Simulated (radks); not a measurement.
The numbers below are computed, except where a source is named.
The beryllium ion Be+ inside a hard spherical wall (all orbitals vanish at R), configuration held at [He] 2s1 and not refilled when levels cross. Code: a radial shooting solver on a logarithmic mesh with Libxc functionals. Model: scalar-relativistic Kohn-Sham, LDA (Slater exchange, Perdew-Wang correlation), spin-polarised, spherical densities, finite nucleus; open shells are filled with parallel spins first; Fermi nuclear charge, rms radius 2.519 fm. Eigenvalues in eV for spin up, with the zero of energy where the potential of the charges vanishes at infinity; a dash marks a level that is unbound or too diffuse for the functional's potential to be trusted. A positive occupied level is held by the wall or, in an anion where self-interaction has pushed it up, behind a barrier. The pressure on the wall is -dE/dV.

| R (bohr) | E (hartree) | kinetic (hartree) | e(1s) | e(2s) | e(2p, empty) | e(3s, empty) | pressure (GPa) |
|---|---|---|---|---|---|---|---|
| free | -14.11746 | 14.011 | -116.48 | -14.301 | -10.419 | -3.661 | 0 |
| 15 | -14.11746 | 14.011 | -116.48 | -14.301 | -10.419 | -3.650 | < 0.0001 |
| 8 | -14.11737 | 14.012 | -116.47 | -14.295 | -10.406 | -2.319 | 0.00571 |
| 7 | -14.11695 | 14.016 | -116.43 | -14.268 | -10.363 | -1.028 | 0.0409 |
| 6 | -14.11480 | 14.034 | -116.29 | -14.155 | -10.202 | 1.629 | 0.280 |
| 5 | -14.10455 | 14.096 | -115.85 | -13.710 | -9.652 | 7.351 | 1.86 |
| 3.5 | -13.99557 | 14.519 | -113.54 | -9.928 | -5.927 | 33.530 | 34.5 |
| 3 | -13.85971 | 14.924 | -111.83 | -5.626 | -2.288 | 55.432 | 102 |
| 2.5 | -13.55522 | 15.706 | -109.16 | 3.632 | 4.753 | 95.132 | 339 |
